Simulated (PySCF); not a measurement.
How methods differ on the ionisation energy of Os³⁰⁺

Os³⁰⁺ [Kr] 4d10 (1S) → Os³¹⁺ [Kr] 4d9 (2D), as a difference of total energies. Calculation: PySCF 2.14, in an even-tempered Gaussian basis (19 s from 2.5 bohr⁻², ratio 2.5; 14 p from 3.2 bohr⁻², ratio 2.5; 9 d from 3.2 bohr⁻², ratio 2.5; 4 f from 18 bohr⁻², ratio 2.7; 3 g from 27 bohr⁻², ratio 2.7); the spin-free X2C one-electron Hamiltonian (Gaussian nucleus). The calculations carry no spin-orbit coupling.

```
method  ionisation energy (eV)
   UHF                  1270.2
M06-2X                  1271.5
  PW91                  1270.6
```

Breit and QED terms and the two-electron picture change are absent.

The reference lies between the lowest fine-structure levels, while these numbers refer to the centres of the terms.

For comparison: 1262 ± 4 eV (theoretical estimate listed by NIST; NIST Atomic Spectra Database, ionization energies).
